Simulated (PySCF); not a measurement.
C₃H₆FNSi, SMILES C1N([SiH2]F)C=C1.

Geometry optimised at B3LYP-D3(BJ)/def2-SVP. The structure was generated by enumeration, and PubChem lists no compound with its InChIKey, so it may never have been made. Other conformers were not sampled.

Vertical ionisation energy (IE) and electron affinity (EA) in eV. Rows of orbital energies are one-electron estimates. Where ΔSCF, EOM or ADC give a negative EA the extra electron is unbound and the value depends on the basis.

| level | IE | EA |
|---|---|---|
| −ε(HOMO), −ε(LUMO), ωB97X/def2-TZVP (PySCF) | ___ | ___ |
| −ε(HOMO), −ε(LUMO), PBE/def2-TZVP (PySCF) | 5.23 | 0.72 |

Task: Complete the blanks. (Estimate from the structure and the level; the computed values follow.)

Result: 
- −ε(HOMO), −ε(LUMO), ωB97X/def2-TZVP (PySCF), IE: 8.62
- −ε(HOMO), −ε(LUMO), ωB97X/def2-TZVP (PySCF), EA: -2.42
